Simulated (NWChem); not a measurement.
# CH2NO, doublet; SMILES N[C]=O

```xyz
5

N      0.1066     1.0826     0.0000
C     -0.4177    -0.1566     0.0000
O      0.1432    -1.2203     0.0000
H      1.1129     1.2347     0.0000
H     -0.4979     1.8886     0.0000
```
Atoms are numbered in this order, from 1.

Computed with NWChem. Spin-unrestricted. In the optimisation the excess spin sits in a' (Cs, its own frame). Structure relaxed at the B3LYP/6-31G* (spherical d), spin-unrestricted level. No stability test was run on the SCF state. Level PBE/def2-SVP: energy and gradient on several grids; changes count from the extra-fine grid, which is no exact limit either.

Q: Which is the coarsest grid (medium; coarse; xcoarse; xfine; fine) from which on the energy stays within 500 μHa and each gradient component within 500 μHa/bohr of xfine?

A: coarse.
| grid | size of the energy change (μHa) | largest change of a gradient component (μHa/bohr) | time, medium = 1 (rough) |
|---|---|---|---|
| xcoarse | 200 | 2000 | about 1 |
| coarse | 30 | 60 | about 1 |
| medium | < 10 | < 30 | about 1 |
| fine | < 10 | < 30 | about 1 |
| xfine | < 10 | < 30 | 2 |
